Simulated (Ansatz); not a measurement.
```yaml
crystal:
  periodic: [false, false, false]
  atoms:
    - {symbol: C, position_ang: [1.548719, -0.644113, -2.872475]}
    - {symbol: C, position_ang: [0.829449, 0.700721, -2.936062]}
    - {symbol: C, position_ang: [0.096651, 1.005800, -1.716974]}
    - {symbol: C, position_ang: [-0.504703, 1.232298, -0.699744]}
    - {symbol: C, position_ang: [-1.208825, 1.493403, 0.546279]}
    - {symbol: C, position_ang: [-0.631318, 0.724876, 1.736274]}
    - {symbol: C, position_ang: [-0.734730, -0.783076, 1.590436]}
    - {symbol: C, position_ang: [-0.134698, -1.528603, 2.769258]}
    - {symbol: H, position_ang: [2.086636, -0.836746, -3.803264]}
    - {symbol: H, position_ang: [2.266849, -0.660332, -2.050692]}
    - {symbol: H, position_ang: [0.837225, -1.456081, -2.712002]}
    - {symbol: H, position_ang: [0.135089, 0.708787, -3.783256]}
    - {symbol: H, position_ang: [1.553911, 1.498998, -3.130573]}
    - {symbol: H, position_ang: [-2.267216, 1.233520, 0.424292]}
    - {symbol: H, position_ang: [-1.180033, 2.568073, 0.755255]}
    - {symbol: H, position_ang: [-1.158628, 1.043657, 2.642451]}
    - {symbol: H, position_ang: [0.418271, 1.009320, 1.867271]}
    - {symbol: H, position_ang: [-1.789119, -1.061114, 1.474093]}
    - {symbol: H, position_ang: [-0.235491, -1.086578, 0.664679]}
    - {symbol: H, position_ang: [-0.632073, -1.258530, 3.705398]}
    - {symbol: H, position_ang: [0.927500, -1.293827, 2.882477]}
    - {symbol: H, position_ang: [-0.223446, -2.610454, 2.646868]}
basis:
  gaussian: {orbitals: def2-mTZVPP}
hamiltonian: {xc: {name: B3LYP5}}
scf: {lower_state_search: off}
smearing: {width: 0.1}
```

```sh
$ ansatz run in.yaml --threads 2 --pin off --events-out ev --progress --plain --max-ram 22528MiB --backend cpu
```

(1) How does Ansatz answer? (Estimate.)

Results:

(1) Computed: The program refused the input.
```
Error: YAML parse error: error: line 30 column 1: unknown field `smearing`, expected one of crystal, accuracy, basis, kpoints, hamiltonian, magnetization, projection, total_charge, correlation, batch, efield, external_charges, scf, relax, neb, saddle, md, ramp, phonons, dielectric, real_time, elastic, magnetic_configurations, gw, evaluate, workflow, output, checkpoint, execution
28 | hamiltonian: {xc: {name: B3LYP5}}
29 | scf: {lower_state_search: off}
30 | smearing: {width: 0.1}
```

B3LYP here is the variant with VWN-RPA as its local correlation; programs differ in this.
